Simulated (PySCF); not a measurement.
# How methods differ on the ionisation energy of I⁺

I⁺ [Kr] 4d10 5s2 5p4 (3P) → I²⁺ [Kr] 4d10 5s2 5p3 (4S), as a difference of total energies. Calculation: PySCF 2.14, in aug-cc-pwCVDZ-PP with ECP28MDF (6s5p4d1f, 48 functions); a scalar-relativistic core potential. Correlated levels: valence and next inner shell: nothing frozen outside the core potential. The calculations carry no spin-orbit coupling.

| method | ionisation energy (eV) |
| --- | --- |
| UHF | 17.607 |
| MP2 (valence and next inner shell) | 18.102 |
| SCS-MP2 (valence and next inner shell) | 18.084 |
| CCSD (valence and next inner shell) | 18.112 |
| CCSD(T) (valence and next inner shell) | 18.132 |

Problem. How much does correlation contribute at CCSD(T) (valence and next inner shell)?

Solution. 18.132 − (17.607) = 0.525 eV, measured against UHF.

Errors of the correlated levels include the incompleteness of this basis.

For comparison: 18.750 eV (measured; NIST levels, between the centres of gravity of the two terms).
